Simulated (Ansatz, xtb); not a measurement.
**Two isomers of C4H8OSSi**

Structure a: `CC#C[Si@H](O)SC`, a singlet. Structure b: `C=C1CC[Si@H](S)O1`, a singlet. Both are isolated molecules in the gas phase, relaxed with B3LYP/def2-SVP; the shapes shown needn't be the lowest conformers.

a (Å):

```yaml
atoms:
  - { symbol: C, position_ang: [1.9317, -1.1531, 2.0137] }
  - { symbol: C, position_ang: [0.5755, -1.0860, 1.4861] }
  - { symbol: C, position_ang: [-0.5622, -1.0382, 1.0451] }
  - { symbol: C, position_ang: [-1.9312, 2.0713, 0.9327] }
  - { symbol: O, position_ang: [-2.5048, -2.0419, -0.8773] }
  - { symbol: S, position_ang: [-2.6868, 1.0012, -0.3592] }
  - { symbol: Si, position_ang: [-2.2712, -0.9825, 0.3839] }
  - { symbol: H, position_ang: [2.3238, -0.1468, 2.2348] }
  - { symbol: H, position_ang: [1.9672, -1.7418, 2.9452] }
  - { symbol: H, position_ang: [2.6143, -1.6274, 1.2893] }
  - { symbol: H, position_ang: [-3.2161, -1.4245, 1.4364] }
  - { symbol: H, position_ang: [-1.9423, -1.9218, -1.6525] }
  - { symbol: H, position_ang: [-0.8757, 1.8124, 1.0940] }
  - { symbol: H, position_ang: [-1.9988, 3.1015, 0.5570] }
  - { symbol: H, position_ang: [-2.4811, 2.0044, 1.8824] }
```

b (Å):

```json
{"atom": "C", "x (Å)": "-0.0540", "y (Å)": "-1.7867", "z (Å)": "2.8281"}
{"atom": "C", "x (Å)": "-0.3902", "y (Å)": "-0.9750", "z (Å)": "1.8202"}
{"atom": "C", "x (Å)": "-1.6592", "y (Å)": "-1.0499", "z (Å)": "0.9813"}
{"atom": "C", "x (Å)": "-2.0118", "y (Å)": "0.3713", "z (Å)": "0.4755"}
{"atom": "O", "x (Å)": "0.4342", "y (Å)": "0.0510", "z (Å)": "1.4183"}
{"atom": "S", "x (Å)": "0.4378", "y (Å)": "0.9957", "z (Å)": "-1.6855"}
{"atom": "Si", "x (Å)": "-0.2928", "y (Å)": "1.1364", "z (Å)": "0.3352"}
{"atom": "H", "x (Å)": "0.8974", "y (Å)": "-1.6648", "z (Å)": "3.3485"}
{"atom": "H", "x (Å)": "-0.7247", "y (Å)": "-2.5907", "z (Å)": "3.1341"}
{"atom": "H", "x (Å)": "-1.4630", "y (Å)": "-1.7032", "z (Å)": "0.1117"}
{"atom": "H", "x (Å)": "-2.4765", "y (Å)": "-1.5162", "z (Å)": "1.5516"}
{"atom": "H", "x (Å)": "-2.5875", "y (Å)": "0.9294", "z (Å)": "1.2339"}
{"atom": "H", "x (Å)": "-2.6038", "y (Å)": "0.3607", "z (Å)": "-0.4506"}
{"atom": "H", "x (Å)": "-0.0649", "y (Å)": "2.5097", "z (Å)": "0.8466"}
{"atom": "H", "x (Å)": "1.5859", "y (Å)": "1.6724", "z (Å)": "-1.4483"}
```

Which of the two would you expect CCSD(T)/def2-SVP + ΔMP2/def2-TZVPP electronic energies to favour?

Structure b; the calculation gives E(b) − E(a) = −60.4 kJ/mol.

Level by level:

```tsv
level	geometry	E(b) − E(a) (kJ/mol)	departure from the last row (kJ/mol)	job, with rough time for the two
GFN2-xTB	GFN2-xTB	−117.6	−57.2	optimisation, 0.26 s
HF/STO-3G	GFN2-xTB	−165.1	−104.6	single point, 0.4 s
r2SCAN-D4/def2-SVP	GFN2-xTB	−94.0	−33.5	single point, 4.5 s
B3LYP/def2-SVP	B3LYP/def2-SVP	−84.3	−23.9	optimisation, 1.7 min
HF/def2-SVP	B3LYP/def2-SVP	−67.9	−7.4	part of the CCSD(T) run
MP2/def2-SVP	B3LYP/def2-SVP	−74.1	−13.7	part of the CCSD(T) run
CCSD(T)/def2-SVP	B3LYP/def2-SVP	−85.9	−25.5	single point
CCSD(T)/def2-SVP + ΔMP2/def2-TZVPP	B3LYP/def2-SVP	−60.4		single point, 79 s
```

As drawn, b has 1 C=C, 1 C–C, 1 C–O, 1 S–H in place of 1 C≡C, 1 C–S, 1 O–H. Structure a has no ring, b a 5-membered ring.

None of the levels shown reverses the order. The largest departure from CCSD(T)/def2-SVP + ΔMP2/def2-TZVPP is that of HF/STO-3G, 104.6 kJ/mol. A small imaginary or near-zero mode remains, so no thermal terms are given. The last row adds to CCSD(T) the change of the MP2 difference between the two basis sets, here +25.5 kJ/mol, a large step that makes the value less sure.

The correlated steps freeze 15 core orbitals. Programs: Ansatz 0.2.0, xtb 6.7.1; the last row on 4 threads of Arm Neoverse V1 on a shared host.
